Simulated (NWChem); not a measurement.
System: SrH2SO; SMILES [OH][Sr][SH]

Here is an NWChem input.

```
start job
memory heap 200 mb stack 900 mb global 1100 mb
geometry units angstroms noautoz
  Sr     0.435268    -0.259765    -0.965639
  O      0.780776    -2.130124     0.000127
  H      0.891033    -2.902032     0.556738
  S     -0.438501     2.278786    -0.298647
  H     -0.638600     2.040216     1.017151
end
basis spherical
  Sr library def2-svp
  O library def2-svp
  H library def2-svp
  S library def2-svp
end
ecp
  Sr library def2-ecp
end
dft
  xc b3lyp
  iterations 150
end
tddft
  cis
  nroots 8
  notriplet
end
task tddft energy
```

Output (shortened):

```
             Northwest Computational Chemistry Package (NWChem) 7.3.0
             --------------------------------------------------------

 CS  symmetry detected

                             Geometry "geometry" -> ""
                             -------------------------

 Output coordinates in angstroms (scale by  1.889725989 to convert to a.u.)

  No.       Tag          Charge          X              Y              Z
 ---- ---------------- ---------- -------------- -------------- --------------
    1 Sr                  38.0000    -0.32641993     0.44853596     0.00000000
    2 O                    8.0000     0.75270420     2.28859402     0.00000000
    3 H                    1.0000     1.35845461     3.03080747     0.00000000
    4 S                   16.0000     0.21622406    -2.26405123     0.00000000
    5 H                    1.0000     1.56428423    -2.15910647     0.00000000

 Effective nuclear repulsion energy (a.u.)     232.5426189156

      Symmetry information
      --------------------

 Group name             Cs
 Group number              2
 Group order               2
 No. of unique centers     5

                                 NWChem DFT Module
                                 -----------------

 Summary of "ao basis" -> "ao basis" (spherical)
 ------------------------------------------------------------------------------
       Tag                 Description            Shells   Functions and Types
 ---------------- ------------------------------  ------  ---------------------
 Sr                         def2-svp                 9       23   4s3p2d
 O                          def2-svp                 6       14   3s2p1d
 H                          def2-svp                 3        5   2s1p
 S                          def2-svp                 8       18   4s3p1d

      Symmetry analysis of basis
      --------------------------

        a'         47
        a"         18

[...]

                                NWChem TDDFT Module
                                -------------------

            General Information
            -------------------
           No. of orbitals :     130
            Alpha orbitals :      65
             Beta orbitals :      65
        Alpha frozen cores :       0
         Beta frozen cores :       0
     Alpha frozen virtuals :       0
      Beta frozen virtuals :       0
         Spin multiplicity :       1
    Number of AO functions :      65
        Use of symmetry is : off
      Symmetry adaption is : on
         Schwarz screening :  0.10D-07

              XC Information
              --------------
                  B3LYP Method XC Potential
              Hartree-Fock (Exact) Exchange   0.20
                 Slater Exchange Functional   0.80 local
             Becke 1988 Exchange Functional   0.72 non-local
       Lee-Yang-Parr Correlation Functional   0.81
           VWN I RPA Correlation Functional   0.19 local

             TDDFT Information
             -----------------
          Calculation type : Tamm-Dancoff TDDFT
         Wavefunction type : Restricted singlets
          No. of electrons :      36
           Alpha electrons :      18
            Beta electrons :      18
              No. of roots :       8
          Max subspacesize :    5600
            Max iterations :     100
               Target root :       1
           Target symmetry : none
      Symmetry restriction : off
                 Algorithm : Optimal
        Davidson threshold :  0.10D-03

    8 smallest eigenvalue differences (eV)
--------------------------------------------------------
  No. Spin  Occ  Vir  Irrep   E(Occ)    E(Vir)   E(Diff)
--------------------------------------------------------
    1    1   18   19 a"       -0.203    -0.072     3.554
    2    1   17   19 a'       -0.216    -0.072     3.921
    3    1   16   19 a"       -0.259    -0.072     5.092
    4    1   15   19 a'       -0.259    -0.072     5.096
    5    1   18   20 a'       -0.203    -0.015     5.105
    6    1   18   21 a"       -0.203    -0.013     5.165
    7    1   17   20 a"       -0.216    -0.015     5.472
    8    1   17   21 a'       -0.216    -0.013     5.533
--------------------------------------------------------

  Entering Davidson iterations
  Restricted singlet excited states

  Iter   NTrls   NConv    DeltaV     DeltaE      Time
  ----  ------  ------  ---------  ---------  ---------
    1      8       0     0.50E-01   0.10+100        4.1
    2     16       0     0.12E-01   0.43E-02        4.1
    3     24       0     0.30E-02   0.27E-03        4.1
    4     32       1     0.52E-02   0.66E-04        4.1
    5     39       4     0.41E-02   0.62E-03        3.8
    6     43       6     0.76E-03   0.25E-04        3.2
    7     45       7     0.13E-03   0.11E-05        2.7
    8     46       8     0.84E-04   0.22E-07        2.5
  ----  ------  ------  ---------  ---------  ---------
  Convergence criterion met

  Ground state a'       -505.264414024854 a.u.

  ----------------------------------------------------------------------------
  Root   1 singlet a"             0.100676323 a.u.                2.7395 eV
  ----------------------------------------------------------------------------
     Transition Moments    X  0.00000   Y -0.00000   Z -0.60160
     Dipole Oscillator Strength                    0.0242911807
     Electric Quadrupole                           0.0000000097
     Magnetic Dipole                               0.0000001530
     Total Oscillator Strength                     0.0242913434

[...]
```

Level: B3LYP/def2-SVP with def2 effective core potentials on Sr, TDA. The geometry was optimised at PBE0/def2-SVP. def2 effective core potentials on Sr; no spin-orbit coupling.
